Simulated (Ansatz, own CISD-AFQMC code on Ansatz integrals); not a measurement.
CH5BSi, SMILES `B1C[SiH2]1` (charge 0, multiplicity 1).

Cartesian coordinates (Å):
SMILES: B1C[SiH2]1
```xyz
8

B     -0.7805     0.8446    -0.1957
C     -0.7689    -0.6242    -0.0130
Si     1.0592     0.3693    -0.0902
H     -1.4802     1.6875     0.2497
H     -0.3334    -1.3399    -0.7086
H     -1.3988    -1.1267     0.7176
H      1.9117     0.6740     1.0840
H      1.7910    -0.4846    -1.0439
```
Charge 0, multiplicity 1.

Frozen-core energies in cc-pVDZ from Ansatz (an electronic-structure program) at a geometry from B3LYP-D3(BJ)/def2-TZVP; the HF reference has <S^2> = 0.00 and the T1 diagnostic is 0.014.

```
level    energy (Ha)
-------  -----------
HF        -354.30860
MP2       -354.63513
CCSD      -354.67849
CCSD(T)   -354.69211
```

Question: Estimate the energies of CCSDT, phaseless AFQMC, CISD trial (own CISD-AFQMC code on Ansatz integrals; ±0.38 mHa) and CCSDT(Q), and give each level's difference from CCSDT(Q).

Answer: 
```json
[
 {"level": "MP2", "energy (Ha)": "-354.63513", "difference from CCSDT(Q) (mHa)": "59.10"},
 {"level": "CCSD", "energy (Ha)": "-354.67849", "difference from CCSDT(Q) (mHa)": "15.75"},
 {"level": "CCSD(T)", "energy (Ha)": "-354.69211", "difference from CCSDT(Q) (mHa)": "2.13"},
 {"level": "CCSDT", "energy (Ha)": "-354.69333", "difference from CCSDT(Q) (mHa)": "0.90"},
 {"level": "phaseless AFQMC, CISD trial (own CISD-AFQMC code on Ansatz integrals; ±0.38 mHa)", "energy (Ha)": "-354.69392", "difference from CCSDT(Q) (mHa)": "0.31"},
 {"level": "CCSDT(Q)", "energy (Ha)": "-354.69424", "difference from CCSDT(Q) (mHa)": "0.00"}
]
```
